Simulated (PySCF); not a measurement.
Compound: C3H9ClSi.
SMILES with atom numbers: `[CH3:1][CH2:2][SiH2:3][CH2:4][Cl:5]` (hydrogens: H6, H7, H8 on C1; H9, H10 on C2; H11, H12 on Si3; H13, H14 on C4)

Structure used (GFN2-xTB), in Å, numbered top down from 1:
```xyz
14
C3H9ClSi angstrom
C     -2.1763    0.0428   -0.1504
C     -0.7293    0.2628   -0.5786
Si     0.5202   -0.2559    0.7545
C      2.2873    0.0816    0.1025
Cl     2.5563   -0.8615   -1.3880
H     -2.8636    0.3418   -0.9396
H     -2.3545   -1.0052    0.0769
H     -2.4058    0.6233    0.7397
H     -0.5419   -0.2992   -1.4958
H     -0.5910    1.3169   -0.8303
H      0.4184   -1.6852    1.0572
H      0.3649    0.5431    1.9773
H      2.4609    1.1235   -0.1547
H      3.0538   -0.2293    0.8071
```

The closed-shell SCF was solved with PySCF and density fitting under several settings on one GFN2-xTB geometry (grid level 2 and gas phase unless stated).

```csv
settings,basis functions,SCF cycles,E (Eh),HOMO (eV),LUMO (eV),dipole (D)
PBE0/pcSseg-1,144,12,-868.9626,-7.92,0.42,1.80
PBE0/def2-SVPD,183,12,-868.7027,-7.95,0.16,1.73
```

**Question.** Estimate the row for these settings: PBE0/def2-TZVP.

**Answer.** 
| settings | basis functions | SCF cycles | E (Eh) | HOMO (eV) | LUMO (eV) | dipole (D) |
| --- | --- | --- | --- | --- | --- | --- |
| PBE0/def2-TZVP | 221 | 13 | -869.0766 | -7.85 | 0.29 | 1.63 |

**Question.** Over all rows, what range does the HOMO–LUMO gap span?

**Answer.** From 8.11 eV (PBE0/def2-SVPD) to 8.34 eV (PBE0/pcSseg-1).

**Question.** And the dipole moment?

**Answer.** From 1.63 D (PBE0/def2-TZVP) to 1.80 D (PBE0/pcSseg-1); the largest is 1.10 times the smallest, and the median is 1.73 D.

**Question.** Compare two rows with the functional PBE0: PBE0/pcSseg-1 and PBE0/def2-SVPD. Which energy is lower, and by how much?

**Answer.** PBE0/pcSseg-1 (144 functions) lies 0.2599 Eh or 163 kcal/mol below PBE0/def2-SVPD (183 functions). The smaller set gives the lower energy; the two sets aren't nested, so the variational bound doesn't order them by size.

Whole jobs, the steps after the SCF included, on Arm Neoverse N1, one thread, on a shared host:

```tsv
settings	work after the SCF	wall time	peak memory
PBE0/pcSseg-1	shieldings, charges and field gradients	23 s	0.70 GiB
PBE0/def2-SVPD	6 singlets by full TDDFT, 2 Tamm–Dancoff triplets, polarisability	33 s	0.74 GiB
PBE0/def2-TZVP	shieldings	41 s	0.84 GiB
```

Cycle counts include a coarse-grid stage where the run had one.

One conformer stands for the species.
